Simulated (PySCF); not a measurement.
Species: C4H6ClN3.
Structure used (GFN2-xTB), in Å, numbered top down from 1:
```
atom  x, y, z in Å
C1    -1.9048    0.4191    0.3547
C2    -1.0582   -0.6284   -0.3623
N3     0.3393   -0.4528   -0.0721
C4     1.1884    0.4789   -0.5566
C5     2.3763    0.2048    0.0956
Cl6    3.8679    1.0021   -0.0550
N7     2.1801   -0.8436    0.9151
N8     0.9635   -1.2225    0.8051
H9    -1.7365    0.3640    1.4273
H10   -1.6525    1.4204    0.0135
H11   -2.9572    0.2382    0.1560
H12   -1.2055   -0.5668   -1.4440
H13   -1.3233   -1.6295   -0.0167
H14    0.9219    1.2155   -1.2827
```

Level of theory: TDDFT PBE0/def2-SVPD, vertical, gas phase, core orbitals frozen in the response (PySCF 2.14.0, density-fitted response routines).

Kohn–Sham orbitals with the atoms that hold most of them (Löwdin shares over 4%, at most four atoms; ? is withheld):

```tsv
orbital	ε (eV)	atoms
LUMO+2	0.77	C5 24%, N7 24%, Cl6 13%, C4 10%
LUMO+1	0.42	C1 22%, C2 14%, H14 11%, H12 10%
LUMO	?	N8 24%, N3 21%, C4 19%, N7 11%
HOMO	-7.37	?
HOMO-1	-7.92	?
HOMO-2	-8.70	N7 28%, N3 23%, C4 15%, N8 13%
HOMO-3	-9.35	Cl6 72%, N7 12%, C5 8%
```

(1) Give the leading atoms of the HOMO-1.

(2) Give the leading atoms of the HOMO.

(3) What is the LUMO energy, and the HOMO–LUMO gap?

Answers

(1) N7 (bonded to C and N) 43%; N8 (bonded to 2 N) 29%; C5 (bonded to C, Cl and N) 10%; N3 (bonded to 2 C and N) 9%. By element: nitrogen 81%, carbon 10% or more.

(2) Cl6 (bonded to C) 27%; C5 (bonded to C, Cl and N) 22%; C4 (bonded to C, N and H) 17%; N8 (bonded to 2 N) 15%. By element: carbon 39% or more, chlorine 27%, nitrogen 15% or more.

(3) ε(LUMO) = -0.44 eV; the gap is 6.93 eV (0.2546 hartree).

Task: The HOMO–LUMO gap is 6.93 eV. Where does the response calculation put the lowest singlet, and from which orbitals?

Result: S1 is at 5.76 eV (f = 0.0053), 1.17 eV below the gap, made of HOMO-1→LUMO (97%). Its leading pair isn't HOMO and LUMO; the energies of that pair differ by 7.47 eV. Without the coupling terms of the response equations the lowest excitation would equal the gap.

Task: One configuration dominates each of S1, S2 and S7. Which, and how do the shares of the two leading atoms of either orbital change from the occupied to the empty one?

Result: 
- S1 (5.76 eV, f 0.0053), HOMO-1→LUMO (97%): N7 43% → 11%, N8 29% → 24%, N3 9% → 21%
- S2 (6.12 eV, f 0.079), HOMO→LUMO (93%): Cl6 27% → at most 12%, C5 22% → at most 12%, N8 15% → 24%, N3 at most 16% → 21%
- S7 (7.45 eV, f 0.027), HOMO-1→LUMO+1 (91%): N7 43% → at most 11%, N8 29% → at most 11%, C1 at most 9% → 22%, C2 at most 9% → 14%

Löwdin shares depend on the basis, the more so with diffuse functions.

Hardware: one thread, Arm Neoverse N1 (aarch64), shared host with 64 logical CPUs at a one-minute load of 59. Cost: 79 s wall (with the writing of density and orbital grids), 0.85 GiB resident at most.

One conformer stands for the species.
